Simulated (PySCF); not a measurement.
**Electron correlation in S (sulfur, neutral)**

[Ne] 3s2 3p4, high-spin 3P determinant. Calculation: PySCF 2.14, in x2c-TZVPall (5s5p2d1f, 37 functions); the spin-free X2C one-electron Hamiltonian (Gaussian nucleus). Frozen: [Ne]; 6 electrons correlated.

MP2 pair energies summed by pair of shells (mhartree):

| pair | energy | share (%) |
| --- | --- | --- |
| 3p-3p | -52.37 | 45.9 |
| 3s-3p | -52.29 | 45.8 |
| 3s-3s | -9.40 | 8.2 |

Total MP2 correlation energy: -114.06 mhartree.

Same-spin part -26.68 and opposite-spin part -87.38 mhartree; SCS-MP2 scales them by 1/3 and 6/5 to -113.74 mhartree.

```
  level  correlation energy (mhartree)
   CCSD                        -137.91
    (T)                          -4.62
CCSD(T)                        -142.53
```

Diagnostics: T1 = 0.0097, D1 = 0.0305, largest double amplitude 0.060.

Cost of the coupled-cluster step: 0.24 s of wall time on 1 thread of Intel(R) Xeon(R) 6975P-C (shared host), for 6 correlated electrons.
